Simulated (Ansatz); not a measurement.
`[F][GeH2][SiH3]` and `[SiH3][GeH2][Cl]` differ in one element.

Ansatz, PBE0-D4/def2-TZVP geometries, multiplicity 1. 

Scalar relativity is left out up to krypton.

```csv
property,`[F][GeH2][SiH3]`
HOMO energy (PBE/def2-TZVPP) / eV,-7.23
size of the dipole moment (PBE/def2-TZVPP) / D,2.05
HOMO energy (B3LYP/def2-TZVPP) / eV,-8.25
HOMO energy (ωB97M-V/def2-TZVPP) / eV,-10.51
size of the dipole moment (ωB97M-V/def2-TZVPP) / D,2.23
LUMO energy (ωB97M-V/def2-TZVPP) / eV,1.22
```

(1) What does the change do to each property? (Estimate.)

## Answers

(1) Ansatz gave: 
```tsv
property	`[SiH3][GeH2][Cl]`	shift
HOMO energy (PBE/def2-TZVPP) / eV	-6.94	0.29
size of the dipole moment (PBE/def2-TZVPP) / D	2.02	-0.03
HOMO energy (B3LYP/def2-TZVPP) / eV	-7.92	0.33
HOMO energy (ωB97M-V/def2-TZVPP) / eV	-10.22	0.29
size of the dipole moment (ωB97M-V/def2-TZVPP) / D	2.19	-0.04
LUMO energy (ωB97M-V/def2-TZVPP) / eV	1.20	-0.02
```

With PBE0 the HOMO rises by 0.30 eV and the LUMO falls by 0.05 eV, so the gap narrows by about 0.35 eV. PBE moves the HOMO by 0.29 eV and ωB97M-V by 0.29 eV. Dipoles are sizes alone; their direction can turn.

B3LYP here is the variant with VWN-RPA as its local correlation; programs differ in this.
